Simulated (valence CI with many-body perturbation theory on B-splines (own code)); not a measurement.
# Sc¹⁶⁺: electric-dipole lines

Level of theory: relativistic CI+MBPT: three valence electrons over a frozen Dirac-Fock core [He], radial functions for each j: 11 s, 11 p, 9 d, 7 f, 5 g, 2 h, 1 i, with the one-electron correlation potential Σ1 (screened to all orders), the two-electron term Σ2, the three-electron term Σ3, Breit, model QED; selected single and double excitations, second order for the rest (own B-spline code, finite nucleus).

No measured spectrum was set against this ion. As an estimate, levels of excited configurations hold to 0.05 to 0.15 % of their energy, terms of the ground configuration to about 0.5 %.

Lines 151 to 200 of 267 in falling wavelength, among levels below 729.20 eV, chosen from the strongest by gf and those to the six lowest levels. Wavelengths and rates use the calculated energies, so an error of 500 cm⁻¹ moves a line at 1.958 nm by 0.0098 % and its rate by three times that or more. Electric multipoles are in the length gauge, E1 and E2 with the static RPA response of the core. Weak lines are less certain than strong ones. Lines between different terms over intervals too small for the method are left out, as are lines whose strength nearly cancels. Where a level lies close to another of its J and parity, the split of strength between their lines is uncertain. The highest levels of a list are the least certain.

Names give the largest LS component (configuration and term), which can be under half, so a name can repeat, a term be missing and a line seem to break the LS rules; names also repeat where a configuration has a term twice. Letters in brackets count levels of one name in rising energy.

```tsv
λ vac (nm)	Upper	Lower	A (s⁻¹)	log gf	Branch %
1.958	2s.2p.3d 2P°_1/2 [a]	2s.2p2 2D_3/2	1.26e+11	-1.84	2.1
1.957	2s.2p.3d 2P°_3/2 [b]	2s.2p2 2P_3/2	3.39e+12	-0.11	51.4
1.952	2s.2p.3d 2P°_3/2 [b]	2s.2p2 2P_1/2	2.35e+12	-0.27	35.7
1.947	2s.2p.3d 4F°_3/2	2s.2p2 4P_5/2	1.02e+10	-2.64	2.6
1.944	2s.2p.3d 4F°_5/2	2s.2p2 4P_5/2	1.60e+11	-1.26	21.9
1.943	2s.2p.3d 2D°_3/2 [b]	2s.2p2 2S_1/2	2.07e+12	-0.33	23.6
1.939	2s.2p.3d 4F°_7/2	2s.2p2 4P_5/2	1.01e+12	-0.34	95.2
1.938	2s.2p.3d 4F°_3/2	2s.2p2 4P_3/2	1.33e+11	-1.52	34.5
1.935	2s.2p.3d 4F°_5/2	2s.2p2 4P_3/2	5.03e+11	-0.77	68.5
1.935	2s.2p.3d 2P°_1/2 [b]	2s.2p2 2S_1/2	5.15e+12	-0.24	77.9
1.933	2s.2p.3d 2P°_3/2 [b]	2s.2p2 2S_1/2	7.01e+11	-0.80	10.7
1.933	2s2.3d 2D_3/2	2s2.2p 2P°_3/2	1.17e+12	-0.58	16.4
1.932	2s2.3d 2D_5/2	2s2.2p 2P°_3/2	7.00e+12	0.37	100.0
1.932	2s.2p.3d 4P°_5/2 [a]	2s.2p2 4P_5/2	1.09e+11	-1.44	1.6
1.932	2s.2p.3d 4F°_3/2	2s.2p2 4P_1/2	1.21e+11	-1.57	31.3
1.931	2s.2p.3s 2P°_3/2 [b]	2s.2p2 4P_5/2	7.96e+09	-2.75	0.2
1.931	2p2.3p 4P°_5/2	2s.2p2 2P_3/2	3.57e+11	-0.92	23.7
1.930	2s.2p.3d 4D°_3/2	2s.2p2 4P_5/2	7.56e+09	-2.77	0.1
1.925	2s.2p.3d 2D°_3/2 [a]	2s.2p2 4P_5/2	2.51e+10	-2.25	0.6
1.924	2p2.3p 2D°_3/2	2s.2p2 2P_1/2	4.51e+11	-1.00	25.9
1.923	2s.2p.3d 4P°_5/2 [a]	2s.2p2 4P_3/2	5.93e+12	0.30	86.1
1.923	2s.2p.3s 2P°_1/2 [b]	2s.2p2 4P_3/2	6.90e+10	-2.12	2.8
1.923	2s.2p.3d 2D°_5/2 [a]	2s.2p2 4P_5/2	9.06e+11	-0.52	15.3
1.922	2s.2p.3s 2P°_3/2 [b]	2s.2p2 4P_3/2	5.89e+11	-0.88	15.3
1.922	2s.2p.3d 4D°_3/2	2s.2p2 4P_3/2	2.00e+12	-0.35	27.8
1.922	2s.2p.3d 4D°_1/2	2s.2p2 4P_3/2	6.04e+11	-1.18	6.0
1.921	2s.2p.3d 4D°_7/2	2s.2p2 4P_5/2	1.00e+13	0.65	99.9
1.917	2s.2p.3d 4P°_5/2 [b]	2s.2p2 4P_5/2	6.18e+12	0.31	84.8
1.917	2s.2p.3d 2D°_3/2 [a]	2s.2p2 4P_3/2	4.71e+11	-0.98	11.2
1.916	2s.2p.3d 4P°_3/2	2s.2p2 4P_5/2	3.13e+12	-0.16	45.0
1.916	2s2.3d 2D_3/2	2s2.2p 2P°_1/2	5.98e+12	0.12	83.6
1.916	2s.2p.3s 2P°_1/2 [b]	2s.2p2 4P_1/2	7.78e+11	-1.07	31.4
1.916	2s.2p.3s 2P°_3/2 [b]	2s.2p2 4P_1/2	1.65e+12	-0.44	42.8
1.915	2s.2p.3d 4D°_3/2	2s.2p2 4P_1/2	4.49e+12	-0.01	62.5
1.915	2s.2p.3d 4D°_1/2	2s.2p2 4P_1/2	9.33e+12	0.01	93.4
1.914	2s.2p.3d 2D°_5/2 [a]	2s.2p2 4P_3/2	2.67e+12	-0.06	45.0
1.910	2s.2p.3d 2D°_3/2 [a]	2s.2p2 4P_1/2	5.84e+11	-0.89	13.9
1.909	2s.2p.3d 4P°_5/2 [b]	2s.2p2 4P_3/2	3.14e+11	-0.99	4.3
1.908	2s.2p.3d 4P°_3/2	2s.2p2 4P_3/2	3.51e+12	-0.12	50.5
1.907	2s.2p.3d 4P°_1/2	2s.2p2 4P_3/2	6.17e+12	-0.17	98.5
1.907	2s.2p.3d 2F°_7/2 [b]	2s.2p2 2D_5/2	5.54e+12	0.38	99.6
1.906	2s.2p.3d 2F°_5/2 [b]	2s.2p2 2D_5/2	4.76e+11	-0.81	6.8
1.905	2s.2p.3d 2F°_5/2 [b]	2s.2p2 2D_3/2	6.46e+12	0.32	93.0
1.903	2s.2p.3d 2F°_5/2 [a]	2s.2p2 4P_5/2	1.11e+10	-2.44	0.2
1.901	2s.2p.3d 4P°_3/2	2s.2p2 4P_1/2	2.09e+11	-1.34	3.0
1.900	2s.2p.3d 2D°_3/2 [b]	2s.2p2 2D_3/2	9.70e+11	-0.68	11.0
1.900	2s.2p.3d 4P°_1/2	2s.2p2 4P_1/2	8.19e+10	-2.05	1.3
1.900	2s.2p.3d 2D°_5/2 [b]	2s.2p2 2D_5/2	4.97e+11	-0.79	5.7
1.899	2s.2p.3d 2D°_5/2 [b]	2s.2p2 2D_3/2	6.75e+10	-1.66	0.8
1.895	2s.2p.3d 2F°_5/2 [a]	2s.2p2 4P_3/2	1.15e+10	-2.43	0.2
```

**Question.** How does gf follow from A for the line at 1.930 nm?

**Answer.** gf = 1.4992 × (2J+1)_upper × A / σ², with σ = 5180383 cm⁻¹ and 2J+1 = 4: gf = 0.00169.
